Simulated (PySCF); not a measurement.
This PySCF input asks for the NMR shieldings of `InChI=1S/C5H10FN3Si/c1-7-10-9-4-8-3-5(9)2-6/h3-4,7H,2,10H2,1H3`; the geometry comes from GFN2-xTB.

```python
import basis_set_exchange as bse
import numpy as np
from pyscf import gto, dft
from pyscf.prop import nmr

atoms = """
C     2.828216    0.710510    0.084616
N     2.204414   -0.511590    0.547979
Si    0.747115   -1.164511   -0.075403
N    -0.471752    0.052130    0.296360
C    -0.401050    1.035678    1.234156
N    -1.498290    1.721063    1.346018
C    -2.363471    1.164335    0.454724
C    -1.752163    0.134986   -0.202639
C    -2.267015   -0.769302   -1.258403
F    -2.111023   -2.096430   -0.901084
H     2.057047    1.412514   -0.224063
H     3.496791    0.537762   -0.765026
H     3.405860    1.162367    0.893384
H     2.891725   -1.169728    0.880197
H     0.482171   -2.376543    0.684391
H     0.685521   -1.327117   -1.532633
H     0.483809    1.203640    1.811965
H    -3.359326    1.542891    0.338596
H    -1.726287   -0.648786   -2.205247
H    -3.337441   -0.603191   -1.410921
"""
names = dict.fromkeys(["C", "N", "Si", "F", "H"], "pcSseg-1")
basis = {el: gto.basis.parse(bse.get_basis(n, elements=[el], fmt="nwchem")) for el, n in names.items()}
mol = gto.M(atom=atoms, basis=basis, charge=0, verbose=0)
mf = dft.RKS(mol, xc="PBE0")
mf.grids.level = 2
mf.grids.alignment = dft.numint.BLKSIZE   # the property module wants whole blocks of grid points
mf.conv_tol = 1e-9
mf.kernel()

calc = nmr.RKS(mf)   # GIAO
C = mf.mo_coeff
Co = C[:, mf.mo_occ > 0]
resp = mf.gen_response(singlet=True, hermi=2)
def vind(x):   # induced exchange potential for any number of trial vectors
    d = np.einsum("pi,xij,qj->xpq", C, 2 * x.reshape(-1, C.shape[1], Co.shape[1]), Co, optimize=True)
    return np.einsum("xpq,pi,qj->xij", resp(d - d.transpose(0, 2, 1)), C, Co, optimize=True).ravel()
mo1, _ = nmr.rhf.solve_mo1(calc, with_cphf=vind)
sigma = calc.kernel(mo1)
for i, s in enumerate(sigma):   # ppm
    w = np.linalg.eigvalsh((s + s.T) / 2)
    print("%2d %-2s iso %8.1f  s11 %8.1f  s22 %8.1f  s33 %8.1f" % (i, mol.atom_pure_symbol(i), w.mean(), *w))
```

Problem. Give the expected output.

Solution. 
```
 0 C  iso    155.8  s11    131.8  s22    149.1  s33    186.4
 1 N  iso    248.8  s11    216.9  s22    250.8  s33    278.8
 2 Si iso    387.1  s11    356.3  s22    376.7  s33    428.3
 3 N  iso     82.3  s11    -13.0  s22     78.6  s33    181.4
 4 C  iso     41.5  s11    -36.9  s22     49.8  s33    111.6
 5 N  iso    -40.9  s11   -260.7  s22   -109.7  s33    247.6
 6 C  iso     48.4  s11    -27.1  s22     51.8  s33    120.5
 7 C  iso     53.0  s11    -24.4  s22     53.0  s33    130.5
 8 C  iso    107.5  s11     74.0  s22     87.1  s33    161.4
 9 F  iso    407.9  s11    373.4  s22    385.1  s33    465.1
10 H  iso     29.0  s11     24.2  s22     29.6  s33     33.1
11 H  iso     28.8  s11     23.3  s22     26.6  s33     36.3
12 H  iso     28.7  s11     24.1  s22     26.1  s33     36.1
13 H  iso     31.3  s11     22.2  s22     29.2  s33     42.6
14 H  iso     26.5  s11     22.2  s22     25.8  s33     31.6
15 H  iso     26.1  s11     20.9  s22     26.6  s33     30.9
16 H  iso     24.0  s11     18.8  s22     25.1  s33     28.2
17 H  iso     24.3  s11     21.5  s22     24.2  s33     27.3
18 H  iso     25.9  s11     23.4  s22     25.2  s33     29.2
19 H  iso     25.9  s11     21.0  s22     26.2  s33     30.6
```

These numbers come from an equivalent density-fitted implementation of the same equations, which agrees with the script to about 0.01 ppm for H and up to a few tenths of a ppm for heavy atoms, so last digits may differ.

Problem. Turn these shieldings into chemical shifts. Shifts are taken against calculated references (same method and geometry level): TMS for ¹³C (186.93 ppm), ²⁹Si (349.16 ppm), ¹H (31.72 ppm); ¹⁵N (267.73 ppm) against NH3; ¹⁹F (170.95 ppm) vs CFCl3.

Solution. Averaging equivalent atoms: C 4: 145.4; C 6: 138.5; C 7: 133.9; C 8: 79.4; C 0: 31.2; N 5: 308.7; N 3: 185.4; N 1: 18.9; Si 2: -37.9; F 9: -236.9; H 16: 7.68; H 17: 7.38; H 18/19: 5.78; H 14/15: 5.40; H 10/11/12: 2.89; H 13: 0.38 ppm. Unscaled 19F shifts against computed CFCl3 carry errors that often reach 10 to 50 ppm. Experimental scales use liquid or dissolved standards, which lie at an offset from isolated NH3 (liquid NH3: subtract about 20 ppm). Unscaled 15N shifts of sp2 nitrogen come out 20 to 40 ppm too high even then.

Size and cost of the density-fitted run: 227 basis functions, 58 s wall time on 1 thread of an Arm Neoverse V1, shared host; peak memory 1 GiB.
